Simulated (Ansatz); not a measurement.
`CC[O][InH][Cl]` → `[CH2]` (triplet) + `C[O][InH][Cl]` at 400 K and 1 bar (formal loss of a carbene).

Program: Ansatz. Geometries: PBE0-D4/def2-TZVP. ΔE: electronic, gas phase. CBS: MP2 limit from def2 TZ/QZ plus the TZ coupled-cluster correction, frozen cores. This one scheme is used for every species. Triplets are unrestricted, without spin–orbit coupling. Elements past krypton have def2 core potentials. For In outer-core shells are correlated without core-valence functions, which leaves a few kJ/mol of doubt a bond. One conformer a species, not always the lowest.

```json
{"species": "`CC[O][InH][Cl]`", "CCSD(T)/CBS energy (Eh)": "-804.53375", "H − E (kJ/mol)": "237.8", "S (J/(mol·K))": "418.7"}
{"species": "`[CH2]` (triplet)", "CCSD(T)/CBS energy (Eh)": "-39.09499", "H − E (kJ/mol)": "59.0", "S (J/(mol·K))": "205.7"}
{"species": "`C[O][InH][Cl]`", "CCSD(T)/CBS energy (Eh)": "-765.26650", "H − E (kJ/mol)": "157.5", "S (J/(mol·K))": "386.9"}
```

H − E and S are ideal-gas, rigid-rotor, harmonic terms from PBE0-D4/def2-TZVP, for one conformer and one mirror image of each species, with the whole ground term of open shells counted as degenerate. 1 Eh = 2625.50 kJ/mol, R = 8.31446 J/(mol·K).

**Question.** By hand: ΔE, ΔH, ΔS and ΔG.

**Answer.** ΔE = (-39.09499) + (-765.26650) − (-804.53375) = 0.17226 Eh = 452.3 kJ/mol. Δ(H − E) = 59.0 + 157.5 − 237.8 = -21.3, so ΔH = 431.0 kJ/mol. ΔS = 205.7 + 386.9 − 418.7 = 173.9 J/(mol·K). ΔG = 431.0 − 400 × (173.9)/1000 = 361.4 kJ/mol.

**Question.** By hand: the equilibrium constant, and the temperature at which ΔG would vanish if ΔH and ΔS stayed fixed.

**Answer.** log₁₀ K = −ΔG/(RT ln 10) = -47.2. ΔG = 0 at ΔH/ΔS = 2478 K.

The number of gas molecules changes by +1, which sets the sign of ΔS. A doubt of 5 kJ/mol in ΔE shifts log₁₀ K by 0.7 here. Other conformers and mirror images would add mixing entropy, several J/(mol·K) or more a flexible species. Modes under 60 cm⁻¹, often nearly free rotors, make the harmonic entropy too high. A triplet takes part, so the spin changes. These are equilibria of isolated gas molecules and say nothing of rates. Largest T1 diagnostic: 0.016 (customary marks: 0.02 for closed shells, 0.045 for open ones).
